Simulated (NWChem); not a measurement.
Molecule: Si2H3, doublet; SMILES [SiH2]=[SiH]

```xyz
5

Si    -0.0758    -1.2320     0.0112
Si    -0.0198     1.0479    -0.0176
H      1.4370    -1.2510    -0.2295
H      1.1509     1.9263     0.3101
H     -1.2494     1.9025     0.0090
```
Atoms are numbered in this order, from 1.

Computed with NWChem. Spin-unrestricted. Structure relaxed at the PBE0/def2-SVP, spin-unrestricted level. No stability test was run on the SCF state.

Task: Order these runs by computing time, cheapest first, and give rough ratios: CAM-B3LYP/cc-pVDZ; CAM-B3LYP/cc-pVTZ; CAM-B3LYP/aug-cc-pVTZ.

Result: CAM-B3LYP/cc-pVDZ (1), CAM-B3LYP/cc-pVTZ (6), CAM-B3LYP/aug-cc-pVTZ (30). Ratios are rough, from one shared machine; the cheapest took roughly 22 core-seconds. What differs between the cheapest and the dearest: highest occupied level (eV) -7.46 → -7.52; lowest empty minus highest occupied level, either spin (eV) 4.89 → 4.85; dipole (D) 1.00 → 1.02.
